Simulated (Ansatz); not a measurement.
Gas-phase electronic energies from Ansatz, PBE0-D4/def2-TZVP geometries. CCSD(T)/CBS is the MP2 limit (def2-TZVPP, def2-QZVPP) plus CCSD(T) − MP2 in def2-TZVPP, frozen cores. This one scheme is used for every species, atoms too. DFT in def2-TZVPP. B3LYP here is the variant with VWN-RPA as its local correlation; programs differ in this. HSE06 is defined as in plane-wave codes. Open shells (•) are unrestricted, without spin–orbit coupling. Spin–orbit coupling would lower the free atoms: a little for O, Si; clearly for Ga. For Ga outer-core shells are correlated without core-valence functions, so the limit isn't a true one: a few kJ/mol of doubt a bond, and 10 to 20 or more in all where bonds break to atoms. Scalar relativity is left out up to krypton.

Consider the atomization: `[SiH3][O][GaH]`• → Ga• + 4 H• + O• + Si•.

```json
{"level": "LDA (SPW92)", "ΔE (kJ/mol)": "2273.6", "difference from CCSD(T)/CBS": "243.3"}
{"level": "revPBE-D4", "ΔE (kJ/mol)": "1966.1", "difference from CCSD(T)/CBS": "-64.2"}
{"level": "BLYP-D4", "ΔE (kJ/mol)": "2004.5", "difference from CCSD(T)/CBS": "-25.8"}
{"level": "r2SCAN-D4", "ΔE (kJ/mol)": "2039.0", "difference from CCSD(T)/CBS": "8.7"}
{"level": "B97M-V", "ΔE (kJ/mol)": "2037.0", "difference from CCSD(T)/CBS": "6.7"}
{"level": "PBE0-D4", "ΔE (kJ/mol)": "1985.1", "difference from CCSD(T)/CBS": "-45.2"}
{"level": "B3LYP-D4", "ΔE (kJ/mol)": "2015.3", "difference from CCSD(T)/CBS": "-15.0"}
{"level": "r2SCANh-D4", "ΔE (kJ/mol)": "2024.9", "difference from CCSD(T)/CBS": "-5.4"}
{"level": "r2SCAN0-D4", "ΔE (kJ/mol)": "2005.4", "difference from CCSD(T)/CBS": "-24.9"}
{"level": "HSE06-D4", "ΔE (kJ/mol)": "1986.2", "difference from CCSD(T)/CBS": "-44.1"}
{"level": "BHLYP-D4", "ΔE (kJ/mol)": "1976.7", "difference from CCSD(T)/CBS": "-53.6"}
{"level": "CAM-B3LYP-D4", "ΔE (kJ/mol)": "2035.4", "difference from CCSD(T)/CBS": "5.1"}
{"level": "ωB97X-V", "ΔE (kJ/mol)": "2039.1", "difference from CCSD(T)/CBS": "8.8"}
{"level": "ωB97M-V", "ΔE (kJ/mol)": "2022.6", "difference from CCSD(T)/CBS": "-7.7"}
{"level": "B2PLYP", "ΔE (kJ/mol)": "2002.9", "difference from CCSD(T)/CBS": "-27.4"}
{"level": "PBE", "ΔE (kJ/mol)": "1995.7", "difference from CCSD(T)/CBS": "-34.6"}
{"level": "revPBE", "ΔE (kJ/mol)": "1930.7", "difference from CCSD(T)/CBS": "-99.6"}
{"level": "BLYP", "ΔE (kJ/mol)": "1977.0", "difference from CCSD(T)/CBS": "-53.3"}
{"level": "r2SCAN", "ΔE (kJ/mol)": "2036.1", "difference from CCSD(T)/CBS": "5.8"}
{"level": "PBE0", "ΔE (kJ/mol)": "1974.5", "difference from CCSD(T)/CBS": "-55.8"}
{"level": "B3LYP", "ΔE (kJ/mol)": "1994.7", "difference from CCSD(T)/CBS": "-35.6"}
{"level": "r2SCANh", "ΔE (kJ/mol)": "2021.8", "difference from CCSD(T)/CBS": "-8.5"}
{"level": "r2SCAN0", "ΔE (kJ/mol)": "2002.0", "difference from CCSD(T)/CBS": "-28.3"}
{"level": "HSE06", "ΔE (kJ/mol)": "1976.2", "difference from CCSD(T)/CBS": "-54.1"}
{"level": "BHLYP", "ΔE (kJ/mol)": "1959.1", "difference from CCSD(T)/CBS": "-71.2"}
{"level": "CAM-B3LYP", "ΔE (kJ/mol)": "2024.4", "difference from CCSD(T)/CBS": "-5.9"}
{"level": "LC-ωPBE", "ΔE (kJ/mol)": "2008.0", "difference from CCSD(T)/CBS": "-22.3"}
{"level": "HF/def2-SVP", "ΔE (kJ/mol)": "1477.5", "difference from CCSD(T)/CBS": "-552.8"}
{"level": "MP2/def2-SVP", "ΔE (kJ/mol)": "1903.8", "difference from CCSD(T)/CBS": "-126.5"}
{"level": "CCSD/def2-SVP", "ΔE (kJ/mol)": "1867.4", "difference from CCSD(T)/CBS": "-162.9"}
{"level": "CCSD(T)/def2-SVP", "ΔE (kJ/mol)": "1883.6", "difference from CCSD(T)/CBS": "-146.7"}
{"level": "MP2/def2-TZVPP", "ΔE (kJ/mol)": "2009.8", "difference from CCSD(T)/CBS": "-20.5"}
{"level": "CCSD/def2-TZVPP", "ΔE (kJ/mol)": "1964.4", "difference from CCSD(T)/CBS": "-65.9"}
{"level": "CCSD(T)/def2-TZVPP", "ΔE (kJ/mol)": "1988.3", "difference from CCSD(T)/CBS": "-42.0"}
{"level": "HF/def2-QZVPP", "ΔE (kJ/mol)": "1509.0", "difference from CCSD(T)/CBS": "-521.3"}
{"level": "MP2/def2-QZVPP", "ΔE (kJ/mol)": "2036.1", "difference from CCSD(T)/CBS": "5.8"}
{"level": "SCS-MP2/def2-QZVPP", "ΔE (kJ/mol)": "2044.8", "difference from CCSD(T)/CBS": "14.5"}
{"level": "HF/CBS(def2)", "ΔE (kJ/mol)": "1510.0", "difference from CCSD(T)/CBS": "-520.3"}
{"level": "MP2/CBS(def2)", "ΔE (kJ/mol)": "2051.8", "difference from CCSD(T)/CBS": "21.5"}
{"level": "CCSD/CBS(def2)", "ΔE (kJ/mol)": "2006.3", "difference from CCSD(T)/CBS": "-24.0"}
{"level": "CCSD(T)/CBS", "ΔE (kJ/mol)": "2030.3", "difference from CCSD(T)/CBS": "0"}
```

Largest T1 diagnostic among the species: 0.016.

The D4 term adds +20.6 kJ/mol with B3LYP and +10.7 kJ/mol with PBE0; it sums over pairs of atoms, weighted by their polarisabilities, and B3LYP, whose exchange is more repulsive, gets the larger term. In def2-TZVPP, CCSD(T) changes the Hartree–Fock value by +485.9 kJ/mol (the triples alone add +24.0 kJ/mol) and MP2 by +507.4 kJ/mol; breaking electron pairs costs correlation energy, which Hartree–Fock lacks.

For atomizations the MP2-based limit and the directly extrapolated one differ by several kJ/mol either way, and by 10 to 25 for some Ge, Se and Sn compounds, so smaller differences from it don't rank the levels.
